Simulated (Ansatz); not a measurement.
Input file for `[CH3][Cd][Br]`:

```yaml
crystal:
  periodic: [false, false, false]
  atoms:
    - {symbol: C, position_ang: [-0.441332, 0.740663, -0.298861]}
    - {symbol: Cd, position_ang: [0.579575, -0.970247, 0.364171]}
    - {symbol: Br, position_ang: [1.759715, -2.948258, 1.130527]}
    - {symbol: H, position_ang: [-1.338654, 0.443058, -0.840986]}
    - {symbol: H, position_ang: [-0.722584, 1.352353, 0.558092]}
    - {symbol: H, position_ang: [0.205279, 1.318331, -0.959043]}
basis:
  gaussian: {orbitals: def2-TZVPP}
correlation: {method: ccsd_t}
output: {orbitals: {seedname: orbitals}}
```

```sh
$ ansatz run in.yaml --threads 2 --pin off --events-out ev --progress --plain
```

Output of Ansatz, abridged:

```
Functional definition: HF
  name "HF"
  cite "Fock, Z. Phys. 61, 126 (1930) doi:10.1007/BF01340294"
  parent pbe
  exchange = exact_x
  correlation = 0
1130 factors; integrals over basis functions are off by at most 8.9e-4 eV
mean field evaluation 1: about -75617.1457 eV, gradient 2.8e1 eV
mean field evaluation 2: about -75617.4156 eV, gradient 2.9e1 eV
mean field evaluation 4: about -75619.4644 eV, gradient 2.9e0 eV
mean field evaluation 8: about -75619.4929 eV, gradient 2.3e-1 eV
mean field -75619.49307727 eV, -2778.9651138563 hartree, gradient 9.9e-6 eV, S^2 0.000000; 0 other end points of the search recorded, 0 dependent functions left out
10 core orbitals not correlated: weight in the atoms' cores, before any rotation towards them, 1.000 or more for the frozen orbitals, at most 0.000 for the correlated occupied ones
reference -75619.49307727 eV, -2778.9651138563 hartree; 22, 22 occupied and 145, 145 virtual orbitals, 1130 factors
second order -31.91088438 eV of doubles, -0.00000000 eV of singles
cycle   1  -30.72864661 eV  change     1.2e0 eV  update   1.1e-1
cycle   2  -31.40818909 eV  change   -6.8e-1 eV  update   2.9e-2
cycle   3  -31.52220186 eV  change   -1.1e-1 eV  update   1.7e-2
cycle   4  -31.47759959 eV  change    4.5e-2 eV  update   5.7e-3
cycle   5  -31.47702824 eV  change    5.7e-4 eV  update   2.3e-3
cycle   6  -31.47920040 eV  change   -2.2e-3 eV  update   5.5e-4
cycle   7  -31.47873552 eV  change    4.6e-4 eV  update   1.9e-4
cycle   8  -31.47867279 eV  change    6.3e-5 eV  update   5.4e-5
cycle   9  -31.47872822 eV  change   -5.5e-5 eV  update   1.7e-5
cycle  10  -31.47872431 eV  change    3.9e-6 eV  update   5.8e-6
perturbative correction -1.00648060 eV, -0.0369874800 hartree
Total energy: -75651.97828219 eV, -2780.1589231178 hartree
```

It took 50 s on 2 threads of a server CPU on a shared host, with 2.1 GiB of host memory at the peak.

MP2 recovers 98.2 % of the CCSD(T) correlation energy and the triples give 3.1 %; T1 = 0.0109.
